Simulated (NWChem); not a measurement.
Species: AgH₃O; SMILES [OH2]->[AgH]

```xyz
5

Ag     0.0013    -0.2967    -0.0546
H      0.0081    -1.8932     0.0580
O     -0.0083     1.9644    -0.1531
H     -0.7810     2.3040     0.3393
H      0.7618     2.3105     0.3390
```
Atoms are numbered in this order, from 1.

Level: PBE-D3(BJ)/def2-SVP with def2 effective core potentials on Ag (NWChem), optimised geometry, unscaled harmonic frequencies. def2 effective core potentials on Ag; no spin-orbit coupling.

### Question
List the harmonic frequencies with IR intensities, and the thermochemistry.

### Answer
```tsv
frequency (cm⁻¹)	IR intensity (km/mol)
292	8.8
348	128.1
364	49.2
459	195.6
546	32.9
1574	54.3
1868	93.1
3670	31.6
3765	93.5
```

```json
{
 "zero_point_energy": "18.4 kcal/mol",
 "thermal correction to the enthalpy at 298.15 K (with zero-point energy)": "21.8 kcal/mol",
 "heat capacity Cv": "13.3 cal/(mol K)",
 "entropy at 298.15 K and 1 atm (symmetry number 1)": "66.4 cal/(mol K)"
}
```

Rigid rotor and harmonic oscillator.
